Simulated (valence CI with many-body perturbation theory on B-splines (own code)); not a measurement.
**Questions on Sm21+**

Calculated by valence CI with perturbative core correlation (CI+MBPT): five valence electrons over a frozen Dirac-Fock core [Kr], a basis of 7 s, 7 p, 8 d, 6 f, 4 g, 1 h functions for each j, with the one-electron correlation potential Σ1, the two-electron term Σ2, the three-electron term Σ3, Breit, model QED; selected CI, second order for the rest, scaled by the run's own slope (own B-spline code, finite nucleus).

No measured spectrum was set against this ion. As an estimate, terms of the open shell hold to 2 to 4 % of their energy, and close levels can change places. Among the levels kept, up to 590 cm⁻¹ of a level comes from second order outside the variational space, and about a tenth of that is noise between levels of different J, which matters for small intervals. Only levels of the ground parity were solved; by the run's estimate the other parity begins above the list, which can be wrong where configurations are misplaced.

Levels are named by their leading jj configuration (3d3/2^4 stands for four electrons in 3d with j = 3/2), which in mixed levels can hold well under half, so a name can repeat and another be missing.

Rates and lifetimes use the calculated energies. Strong lines usually hold to 10 to 20 %, long lifetimes can be off by a factor of two.

(1) What is the ground level?

(2) What is the ionisation energy?

(3) How well does LS coupling describe the low levels?

Answers

(1) (4d3/2^4 4d5/2) J=5/2, composition 56 % 4d5 6S + 27 % 4d5 4P + 7 % 4d5 2D, g = 1.752.

(2) 658.75 eV; NIST lists 658 ± 4 eV (theoretical).

(3) Among the lowest 20 levels the leading LS term, summed over configurations, holds 51 % on average. For single configurations the figures are 50 % in LS and 77 % in jj coupling. Terms mix most in the J = 7/2 level at 88523 cm⁻¹, where the leading one holds 23 %.
